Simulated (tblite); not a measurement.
Input of a run (GFN2-xTB geometry optimisation, gas phase (tblite 0.8.0)), started from a force field or distance geometry:
```
{"job": {"kind": "relax", "xc": "GFN2-xTB", "basis": "xTB"}, "charge": 0, "multiplicity": 1}
C      3.146200     0.038400    -0.613200
O      1.850700     0.656800    -0.489000
C      0.864500    -0.209600    -0.124600
O      1.010000    -1.399700     0.056300
C     -0.400600     0.497700    -0.010300
N     -0.592300     1.794100    -0.224400
C     -1.920500     1.968300    -0.000800
N     -2.580700     0.863700     0.340100
N     -1.598000    -0.064400     0.318500
C     -1.894300    -1.439700     0.632300
H      3.852600     0.814700    -0.895600
H      3.117100    -0.720900    -1.398900
H      3.450100    -0.393800     0.349900
H     -2.416700     2.921400    -0.081200
H     -1.303900    -1.720600     1.502700
H     -1.637700    -2.050700    -0.227300
H     -2.953600    -1.543700     0.855700
```

Output (eV, eV/Å):
```
step      E/eV     max force
  0    -848.52455    2.140
  1    -848.61721    0.544
  2    -848.62758    0.346
  3    -848.63303    0.222
  4    -848.63930    0.210
  5    -848.64452    0.225
  6    -848.64757    0.107
  7    -848.64853    0.066
  8    -848.64902    0.060
  9    -848.64945    0.062
 10    -848.64976    0.047
 11    -848.64997    0.030
 12    -848.65013    0.032
 13    -848.65025    0.025
 14    -848.65033    0.021
 15    -848.65040    0.022
 16    -848.65047    0.020
 17    -848.65053    0.022
 18    -848.65059    0.020
 19    -848.65065    0.018
 20    -848.65073    0.020
 21    -848.65081    0.024
 22    -848.65090    0.020
 23    -848.65096    0.020
 24    -848.65101    0.023
 25    -848.65105    0.020
 26    -848.65110    0.017
 27    -848.65116    0.022
 28    -848.65124    0.028
 29    -848.65132    0.025
 30    -848.65138    0.018
 31    -848.65142    0.015
 32    -848.65146    0.017
 33    -848.65150    0.014
 34    -848.65152    0.011
 35    -848.65153    0.008
```

Summarise the run.

The energy falls by 0.127 eV over 35 L-BFGS steps, the largest force on an atom goes from 2.14 to 0.008 eV/Å, and the atoms move by 0.040 Å rms after alignment. The bond that changes most is O2–C3 (ends: ester single-bonded oxygen; ester carbonyl carbon), which shortens by 0.035 Å. Bonds longer at the end by more than 0.005 Å: 1 of 17; shorter: 9. Among the angles that change most is H15–C10–H16, from 111.1° to 108.1°. The energy never rose by more than 1e-5 eV on the way. The first step brought 73 % of the lowering.

What are the final bond lengths?

C1–O2 1.420 Å, O2–C3 1.328 Å, C3=O4 1.210 Å, C3–C5 1.468 Å, C5–N6 1.324 Å, N6–C7 1.336 Å, C7–N8 1.319 Å, N8–N9 1.324 Å, N9–C10 1.432 Å, C5–N9 1.356 Å, C1–H11 1.086 Å, C1–H12 1.092 Å, C1–H13 1.092 Å, C7–H14 1.070 Å, C10–H15 1.090 Å, C10–H16 1.090 Å, C10–H17 1.088 Å. Numbering counts from 1 in the input's order; the species is `COC(=O)C1=NC=NN1C`.

Its GFN2-xTB frequencies are all real (lowest 38 cm⁻¹). The numbers are those of one conformer. 2 starts were optimised and ended at 0.00 and 0.14 kcal/mol (GFN2-xTB); the lowest of these is shown.

Shape of the structure used: `[CH3:1][O:2][C:3](=[O:4])[c:5]1[n:6][cH:7][n:8][n:9]1[CH3:10]`: C1–O2–C3–O4 0°, O2–C3–C5–N6 0°.

All values are computed, not measured.
